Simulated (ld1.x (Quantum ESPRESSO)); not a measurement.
# indium (In) RRKJ: all-electron and pseudo phase curves

ld1.x (Quantum ESPRESSO) 7.5 input, shortened:

```
&input
   title='In', zed=49., rel=2, dft='PBE', iswitch=3,
   config='[Kr] 4d10 5s2 5p0', rel_dist='average'
 /
 &inputp
   pseudotype=2, tm=.false., lloc=-1, rcloc=1.25,
   nlcc=.false.
 /
3
4S  1  0   2.00   0.00  1.50  1.50  0.0
4P  2  1   6.00   0.00  1.15  1.15  0.0
4D  3  2  10.00   0.00  1.10  1.10  0.0
 &test
   configts(1)='4s2 4p6 4d10 5s2 5p0'
 /
```

Open shells are filled in proportion to 2j + 1 (rel_dist='average').

Occupied shells without a wave of their own: 5s. They enter only through the test configuration that unscreens the potential.

The phase is arctan(r·u′/u) with u = r·R(r), unwrapped; energies in Ry, scanned from -11 to 5 Ry. A pole is an energy at which the radial function vanishes at the test radius. The pseudo phase is shifted by a multiple of π to meet the all-electron one at the reference energy, and phase errors are pseudo minus all-electron; the curves can meet again beyond the range given. Levels narrower than the energy grid can be missing from the lists of poles.

```json
{"channel": "s", "radius (bohr)": "1.65", "reference energy (Ry)": "-9.34", "poles, all-electron": "-8.99", "poles, pseudo": "-8.99, 3.63", "unbroken range about the reference energy with phases within 0.05 rad": "below -2.7", "phase error 1 Ry above the reference energy (rad)": "-0.001"}
{"channel": "p1/2", "radius (bohr)": "1.65", "reference energy (Ry)": "-6.63", "poles, all-electron": "-6.08", "poles, pseudo": "-6.08", "unbroken range about the reference energy with phases within 0.05 rad": "below 1.6", "phase error 1 Ry above the reference energy (rad)": "+0.000"}
{"channel": "p3/2", "radius (bohr)": "1.65", "reference energy (Ry)": "-6.14", "poles, all-electron": "-5.50", "poles, pseudo": "-5.49", "unbroken range about the reference energy with phases within 0.05 rad": "below 2.7", "phase error 1 Ry above the reference energy (rad)": "+0.000"}
{"channel": "d3/2", "radius (bohr)": "1.65", "reference energy (Ry)": "-1.95", "poles, all-electron": "-0.58", "poles, pseudo": "-0.57", "unbroken range about the reference energy with phases within 0.05 rad": "the whole range", "phase error 1 Ry above the reference energy (rad)": "+0.000"}
{"channel": "d5/2", "radius (bohr)": "1.65", "reference energy (Ry)": "-1.89", "poles, all-electron": "-0.46", "poles, pseudo": "-0.46", "unbroken range about the reference energy with phases within 0.05 rad": "the whole range", "phase error 1 Ry above the reference energy (rad)": "+0.000"}
```

A Bessel basis up to 400 Ry misses an occupied level by 0.04 Ry, so cutoffs and ghosts were not judged. The potential misses its own reference levels by up to 1.8 eV, so it is not fit for use.

Phases in the p3/2 channel:

| E (Ry) | all-electron | pseudo |
| --- | --- | --- |
| -11.00 | 1.341 | 1.341 |
| -10.76 | 1.336 | 1.336 |
| -10.52 | 1.331 | 1.331 |
| -10.28 | 1.324 | 1.324 |
| -10.04 | 1.317 | 1.317 |
| -9.80 | 1.310 | 1.310 |
| -9.56 | 1.301 | 1.301 |
| -9.32 | 1.291 | 1.292 |
| -9.08 | 1.280 | 1.280 |
| -8.84 | 1.267 | 1.267 |
| -8.60 | 1.250 | 1.251 |
| -8.36 | 1.231 | 1.231 |
| -8.12 | 1.205 | 1.206 |
| -7.88 | 1.172 | 1.172 |
| -7.64 | 1.125 | 1.125 |
| -7.40 | 1.053 | 1.053 |
| -7.16 | 0.930 | 0.931 |
| -6.92 | 0.682 | 0.682 |
| -6.68 | 0.096 | 0.096 |
| -6.44 | -0.758 | -0.759 |
| -6.20 | -1.210 | -1.210 |
| -5.96 | -1.407 | -1.407 |
| -5.72 | -1.510 | -1.510 |
| -5.48 | -1.574 | -1.574 |
| -5.24 | -1.618 | -1.618 |
| -5.00 | -1.651 | -1.650 |
| -4.76 | -1.676 | -1.676 |
| -4.52 | -1.697 | -1.697 |
| -4.28 | -1.716 | -1.715 |
| -4.04 | -1.732 | -1.731 |
| -3.80 | -1.747 | -1.746 |
| -3.56 | -1.760 | -1.760 |
| -3.32 | -1.774 | -1.773 |
| -3.08 | -1.786 | -1.786 |
| -2.84 | -1.799 | -1.798 |
| -2.60 | -1.812 | -1.811 |
| -2.36 | -1.825 | -1.824 |
| -2.12 | -1.838 | -1.837 |
| -1.88 | -1.852 | -1.851 |
| -1.64 | -1.867 | -1.865 |
| -1.40 | -1.882 | -1.880 |
| -1.16 | -1.899 | -1.897 |
| -0.92 | -1.917 | -1.914 |
| -0.68 | -1.936 | -1.933 |
| -0.44 | -1.958 | -1.954 |
| -0.20 | -1.981 | -1.977 |
| 0.04 | -2.008 | -2.003 |
| 0.28 | -2.038 | -2.032 |
| 0.52 | -2.072 | -2.065 |
| 0.76 | -2.111 | -2.102 |
| 1.00 | -2.156 | -2.146 |
| 1.24 | -2.210 | -2.197 |
| 1.48 | -2.273 | -2.257 |
| 1.72 | -2.349 | -2.329 |
| 1.96 | -2.440 | -2.415 |
| 2.20 | -2.551 | -2.519 |
| 2.44 | -2.684 | -2.644 |
| 2.68 | -2.842 | -2.793 |
| 2.92 | -3.021 | -2.964 |
| 3.16 | -3.214 | -3.151 |
| 3.40 | -3.408 | -3.344 |
| 3.64 | -3.589 | -3.528 |
| 3.88 | -3.748 | -3.693 |
| 4.12 | -3.884 | -3.835 |
| 4.36 | -3.996 | -3.954 |
| 4.60 | -4.089 | -4.053 |
| 4.84 | -4.166 | -4.135 |
